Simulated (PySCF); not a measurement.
# How methods differ on the excitation energy of La⁺

La⁺ [Xe] 5d2 (3F) → La⁺ [Xe] 5d1 6p1 (high-spin determinant), as a difference of total energies. All numbers are calculated (PySCF 2.14, scalar relativity through the core potential, in def2-TZVPPD with the def2 core potential (46 electrons) (6s5p3d2f1g, 59 functions)). Correlated levels: valence: nothing frozen outside the core potential. The calculations carry no spin-orbit coupling.

| method | excitation energy (cm⁻¹) |
| --- | --- |
| UHF | 24006 |
| LDA | 24354 |
| PBE | 24627 |
| PBE0 | 25368 |
| r2SCAN | 25792 |
| TPSS | 24930 |
| r2SCAN0 | 26260 |
| PBEsol | 24684 |
| BP86 | 24676 |
| MP2 (valence) | 24823 |
| SCS-MP2 (valence) | 24880 |

The determinant of the upper state mixes LS terms, which raises its energy above the lowest term, most at the Hartree-Fock and MP2 levels.
